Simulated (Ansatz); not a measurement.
`O=C=[N][Hf]([N]=C=O)([N]=C=O)[N]=C=O`. The species carries charge 0 and has multiplicity 1. Hf: def2 effective core potential.

Cartesian coordinates in Å:
```
O 3.534 -0.039 -2.599
C 2.598 -0.029 -1.912
N 1.627 -0.019 -1.200
Hf 0.001 0.000 0.000
N -0.553 1.911 0.354
C -0.884 3.050 0.564
O -1.203 4.148 0.767
N -1.516 -0.984 -0.905
C -2.419 -1.569 -1.444
O -3.291 -2.134 -1.964
N 0.444 -0.909 1.750
C 0.705 -1.451 2.792
O 0.957 -1.975 3.798
```

Q: What are the harmonic wavenumbers in cm⁻¹ at PBE0-D4/def2-TZVP (Ansatz, finite differences of forces, unscaled)? (An estimate is asked.)

A: Computed: 27, 27, 28, 28, 28, 75, 75, 75, 170, 170, 170, 173, 173, 380, 398, 398, 398, 653, 653, 653, 656, 656, 657, 657, 657, 1468, 1468, 1468, 1482, 2340, 2340, 2340, 2407.

Q: Is this a minimum?

A: Yes, all 33 modes are real.

Q: Give the ideal-gas thermochemistry at 298.15 K and 1 bar (rigid rotor, harmonic oscillator; point group Td, symmetry number 12).

A: Zero-point energy 139.7 kJ/mol; H(298) − E = 181.5 kJ/mol; entropy 554.4 J/(mol·K), of which translation 181.8, rotation 117.3, vibration 255.3; G(298) − E = 16.2 kJ/mol. Modes under 100 cm⁻¹ are hindered rotations or soft bends, so the harmonic entropy is rough.

Q: Rotational constants (cm⁻¹)?

A: 0.01291, 0.0129, 0.01289.
